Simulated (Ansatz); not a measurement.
Stepwise reaction of `[NH2][Ta](=[O])([F])[F]` with ammonia, as a gas-phase model of exchange steps in deposition or etching. ΔE in kJ/mol; ΔG adds harmonic PBE0-D4 terms to CCSD(T)/CBS, at 1 bar.

Computed with Ansatz on PBE0-D4/def2-TZVP structures; ΔE is electronic, products minus reactants. CBS: MP2 limit from def2 TZ/QZ plus the TZ coupled-cluster correction, frozen cores. This one scheme is used for every species. Functionals use def2-TZVPP. B3LYP here is the variant with VWN-RPA as its local correlation; programs differ in this. def2 core potentials past Kr. For Ta outer-core shells are correlated without core-valence functions, which leaves a few kJ/mol of doubt a bond. Each species was taken in one conformer, which may not be the lowest.

```
step                                                                 reaction  PBE-D4  B3LYP-D4  ωB97M-V  CCSD(T)/CBS  ΔG(600 K)
   1      `[NH2][Ta](=[O])([F])[F]` + NH₃ → `[NH2][Ta]([NH2])(=[O])[F]` + H–F    85.4      86.3     87.0         75.7       73.1
   2  `[NH2][Ta]([NH2])(=[O])[F]` + NH₃ → `[NH2][Ta]([NH2])([NH2])=[O]` + H–F   100.4     102.0    102.4         90.8       88.1
```

**Question.** By hand: ΔE of the 2 steps together at CCSD(T)/CBS.

**Answer.** (75.7) + (90.8) = 166.5 kJ/mol, or 83.2 kJ/mol a step.

In ΔE each step is higher than the one before. All are uphill at CCSD(T)/CBS. ΔG lies between 73.1 and 88.1 kJ/mol a step. PBE-D4 differs from CCSD(T)/CBS by 9.6 to 9.7 kJ/mol a step. Only this route is followed, and other bonds may react first. Isolated molecules leave out the surface, adducts and barriers. Largest T1 diagnostic: 0.020.
